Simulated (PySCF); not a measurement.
**Correlation energy of Co (cobalt, neutral)**

[Ar] 3d6 4s2 4p1, one real determinant (an excited configuration). Calculation: PySCF 2.14, in def2-TZVPPD (6s6p4d2f1g, 67 functions); the non-relativistic Hamiltonian (point nucleus). Frozen: [Ne]; 17 electrons correlated.

```csv
level,correlation energy (mhartree)
CCSD,-516.34
(T),-22.05
CCSD(T),-538.39
```

Diagnostics: T1 = 0.032, D1 = 0.1769, largest double amplitude 0.176.

The real determinant used has ⟨L²⟩ near 8 against 12 for a pure F term, so it mixes terms. T1 exceeds 0.03, a sign that the reference determinant is poor. A double-excitation amplitude exceeds 0.15, a sign of near-degeneracy.

Cost of the coupled-cluster step: 37 s of wall time on 1 thread of Neoverse-V2 (shared host), for 17 correlated electrons.

Iterations:

```
CC2 = 0
CCSD nocc = (np.int64(11), np.int64(6)), nmo = (62, 62)
frozen orbitals [[0, 1, 2, 3, 4], [0, 1, 2, 3, 4]]
max_cycle = 100
direct = 0
conv_tol = 1e-08
conv_tol_normt = 1e-06
diis_space = 8
diis_start_cycle = 0
Init t2, MP2 energy = -0.512097684546963
Init E_corr(UCCSD) = -0.512097684546976
cycle = 1  E_corr(UCCSD) = -0.503938006038741  dE = 0.00815967851  norm(t1,t2) = 0.110596
cycle = 2  E_corr(UCCSD) = -0.517242572143805  dE = -0.0133045661  norm(t1,t2) = 0.0722469
cycle = 3  E_corr(UCCSD) = -0.515417425140077  dE = 0.001825147  norm(t1,t2) = 0.0974292
cycle = 4  E_corr(UCCSD) = -0.509437200537575  dE = 0.0059802246  norm(t1,t2) = 0.0786126
cycle = 5  E_corr(UCCSD) = -0.514055587893696  dE = -0.00461838736  norm(t1,t2) = 0.0318218
cycle = 6  E_corr(UCCSD) = -0.51451435570469  dE = -0.000458767811  norm(t1,t2) = 0.0223631
cycle = 7  E_corr(UCCSD) = -0.515094612964102  dE = -0.000580257259  norm(t1,t2) = 0.0163753
cycle = 8  E_corr(UCCSD) = -0.516437598850961  dE = -0.00134298589  norm(t1,t2) = 0.00937387
cycle = 9  E_corr(UCCSD) = -0.516314004448793  dE = 0.000123594402  norm(t1,t2) = 0.00865808
cycle = 10  E_corr(UCCSD) = -0.516390719933003  dE = -7.67154842e-05  norm(t1,t2) = 0.00233403
cycle = 11  E_corr(UCCSD) = -0.51633922132519  dE = 5.14986078e-05  norm(t1,t2) = 0.00111506
cycle = 12  E_corr(UCCSD) = -0.516350733006279  dE = -1.15116811e-05  norm(t1,t2) = 0.000555825
cycle = 13  E_corr(UCCSD) = -0.516338383642716  dE = 1.23493636e-05  norm(t1,t2) = 0.000369341
cycle = 14  E_corr(UCCSD) = -0.516348038239441  dE = -9.65459672e-06  norm(t1,t2) = 0.000222885
cycle = 15  E_corr(UCCSD) = -0.516342243814194  dE = 5.79442525e-06  norm(t1,t2) = 0.000107461
cycle = 16  E_corr(UCCSD) = -0.516343196190964  dE = -9.52376771e-07  norm(t1,t2) = 4.39615e-05
cycle = 17  E_corr(UCCSD) = -0.516344793812814  dE = -1.59762185e-06  norm(t1,t2) = 2.05204e-05
cycle = 18  E_corr(UCCSD) = -0.516344528859014  dE = 2.649538e-07  norm(t1,t2) = 9.57929e-06
cycle = 19  E_corr(UCCSD) = -0.516344794866097  dE = -2.66007082e-07  norm(t1,t2) = 4.52719e-06
cycle = 20  E_corr(UCCSD) = -0.516344738788041  dE = 5.60780558e-08  norm(t1,t2) = 2.30236e-06
cycle = 21  E_corr(UCCSD) = -0.516344728335347  dE = 1.04526936e-08  norm(t1,t2) = 1.43556e-06
cycle = 22  E_corr(UCCSD) = -0.516344708996367  dE = 1.93389803e-08  norm(t1,t2) = 7.54495e-07
cycle = 23  E_corr(UCCSD) = -0.516344706139568  dE = 2.85679869e-09  norm(t1,t2) = 4.10901e-07
UCCSD converged
E(UCCSD) = -1381.713298716346  E_corr = -0.5163447061395683
UCCSD(T) correction = -0.0220548405862265
```

The reference is one real determinant that mixes LS terms of this configuration.

This basis was not built for core-valence correlation, so the inner-shell part is incomplete.
